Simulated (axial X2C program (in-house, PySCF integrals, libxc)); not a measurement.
# Low determinants of MgCo at the PBE0 level, scalar-relativistic

All values were computed with an in-house relativistic program for diatomic molecules. Spin-free means the one-electron spin-free X2C Hamiltonian. Basis: Co dyall-cv3z [9s10p6d3f2g], Mg dyall-cv3z [9s8p6d3f] (cores contracted in-house); Gaussian nuclei, density fitting, unrestricted open shells. Masses: Co 58.933 u, Mg 23.985 u.

Search at 2.565 Å (vertical energies from the lowest determinant):

```tsv
ΔE (eV)	state	electrons beyond evenly filled partner blocks	electrons in σ, π, δ, φ
0.00	M_S = 3/2, Λ = 3	σα, π+α, π+β, π-α, δ+α, δ+β, δ-α	21 15 3 0
0.08	M_S = 3/2, Λ = 0	σα, π+α, π-α	21 14 4 0
0.18	M_S = 1/2, Λ = 3	σβ, π+α, π+β, π-α, δ+α, δ+β, δ-α	21 15 3 0
0.25	M_S = 1/2, Λ = 0	σβ, π+α, π-α	21 14 4 0
0.71	M_S = 3/2, Λ = 2	π+α, π-α, δ+α, δ+β, δ-α	22 14 3 0
1.46	M_S = 3/2, Λ = 1	π+α, π+β, π-α, δ+α, δ-α	22 15 2 0
1.84	M_S = 3/2, Λ = 2	π+α, π+β, 2 × π-α, δ+α, δ+β, δ-α	20 16 3 0
```

Lowest determinant, M_S = 3/2, Λ = 3 (beyond evenly filled blocks: σα, π+α, π+β, π-α, δ+α, δ+β, δ-α): Re = 2.566 Å, ωe = 227.9 cm⁻¹.

The determinant in row 2 of the search, M_S = 3/2, Λ = 0 (beyond evenly filled blocks: σα, π+α, π-α), was followed along the bond at PBE0; measured from the minimum of the lowest determinant it gives:

Te = 0.047 eV (379 cm⁻¹), Re = 2.708 Å, ωe = 194.2 cm⁻¹.

Task: Compare the bond of the determinant in row 2 with that of the lowest one.

Result: At PBE0 its Re is 0.142 Å longer and its force constant, which goes as ωe², is 0.73 times that of the lowest determinant. T0 ≈ Te + Δωe/2 = 379 + (-17) = 362 cm⁻¹.

The search compares states at one distance, so a state with another bond length can lie lower; it is not exhaustive and yields mostly the lowest determinant of each block pattern, so other components and higher states of one pattern are missing. These are energies of single determinants, not of spin-adapted states; PBE0 term energies can be off by some tenths of an eV, and the functional has no current term. The lowest determinant need not be the ground state where others lie within half an eV.
